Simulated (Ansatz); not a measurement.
Molecule: GaBr3, net charge -1, doublet state. SMILES of the parent species: [Br][Ga]([Br])[Br]
Geometry from a B3LYP-D3(BJ)/def2-TZVP (Ansatz, a program for electronic structure) optimisation:
```
Ga
Br 1 2.4616
Br 1 2.4616 2 108.79
Br 1 2.4616 2 108.79 3 118.37
```
Charge -1, spin multiplicity 2.

Parts of the frozen-core correlation energy in aug-cc-pVDZ (Ansatz, hartree). Frozen orbitals: 56; correlated occupied orbitals by spin: 13 and 12; virtual: 75 and 76. Open shells are spin-unrestricted. No spin-orbit coupling. No relativistic terms.

```json
[
 {"term": "reference (HF)", "value": "-9640.63728"},
 {"term": "MP2 opposite-spin", "value": "-0.30438"},
 {"term": "MP2 same-spin", "value": "-0.11718"},
 {"term": "CCSD correlation", "value": "-0.45565"},
 {"term": "(T)", "value": "-0.01365"},
 {"term": "T1 diagnostic", "value": "0.013"},
 {"term": "largest doubles amplitude", "value": "0.015"},
 {"term": "<S^2> of the reference", "value": "0.757"}
]
```
